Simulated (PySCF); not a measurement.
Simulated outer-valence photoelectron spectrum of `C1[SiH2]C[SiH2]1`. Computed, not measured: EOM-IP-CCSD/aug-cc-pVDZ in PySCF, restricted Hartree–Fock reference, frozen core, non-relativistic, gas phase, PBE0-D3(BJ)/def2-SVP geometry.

Each root has a Gaussian of 0.4 eV full width with its one-hole share as area; cross sections and vibrations are left out, and the highest printed point is 100.

ionisation energy (eV), intensity and a bar:
```
      9.1          0 
      9.2          1 
      9.3          5 ##
      9.4         15 #####
      9.5         33 ##########
      9.6         50 ###############
      9.7         53 ################
      9.8         41 ############
      9.9         22 #######
     10.0          9 ###
     10.1          5 #
     10.2          9 ###
     10.3         23 #######
     10.4         44 #############
     10.5         65 ###################
     10.6         76 #######################
     10.7         77 #######################
     10.8         69 #####################
     10.9         51 ###############
     11.0         29 #########
     11.1         15 #####
     11.2         15 ####
     11.3         27 ########
     11.4         45 ##############
     11.5         54 ################
     11.6         46 ##############
     11.7         30 #########
     11.8         21 ######
     11.9         27 ########
     12.0         43 #############
     12.1         53 ################
     12.2         48 ##############
     12.3         30 #########
     12.4         13 ####
     12.5          4 #
     12.6          1 
     12.7          0 
     12.8          0 
     12.9          0 
     13.0          0 
     13.1          0 
     13.2          1 
     13.3          5 #
     13.4         17 #####
     13.5         42 #############
     13.6         76 #######################
     13.7        100 ##############################
     13.8         96 #############################
     13.9         68 ####################
     14.0         35 ##########
     14.1         13 ####
     14.2          4 #
     14.3          5 #
     14.4         13 ####
     14.5         30 #########
     14.6         47 ##############
     14.7         53 ################
     14.8         42 #############
     14.9         24 #######
     15.0          9 ###
     15.1          3 #
     15.2          1
```

Q: Where are the maxima, and how many lines lie under the curve?

A: 6 maxima, at 9.7, 10.7, 11.5, 12.1, 13.7 and 14.7 eV, from 8 lines. At this width some lines have no maximum of their own.

Q: List the lines with their holes.

A: 
```json
{"E (eV)": "9.67", "leading hole (HF orbital)": "HOMO", "area": "0.95", "Koopmans (eV)": "10.40"}
{"E (eV)": "10.53", "leading hole (HF orbital)": "HOMO-1", "area": "0.95", "Koopmans (eV)": "11.32"}
{"E (eV)": "10.80", "leading hole (HF orbital)": "HOMO-2", "area": "0.95", "Koopmans (eV)": "11.85"}
{"E (eV)": "11.50", "leading hole (HF orbital)": "HOMO-3", "area": "0.95", "Koopmans (eV)": "12.28"}
{"E (eV)": "12.12", "leading hole (HF orbital)": "HOMO-4", "area": "0.94", "Koopmans (eV)": "12.91"}
{"E (eV)": "13.69", "leading hole (HF orbital)": "HOMO-5", "area": "0.95", "Koopmans (eV)": "14.82"}
{"E (eV)": "13.79", "leading hole (HF orbital)": "HOMO-6", "area": "0.93", "Koopmans (eV)": "14.92"}
{"E (eV)": "14.68", "leading hole (HF orbital)": "HOMO-7", "area": "0.94", "Koopmans (eV)": "15.83"}
```

The widest gap, 1.57 eV, lies between 12.12 and 13.69 eV. Only orbitals with −ε under 21 eV, eight at most, were ionised, so the high end of the curve may lack lines.
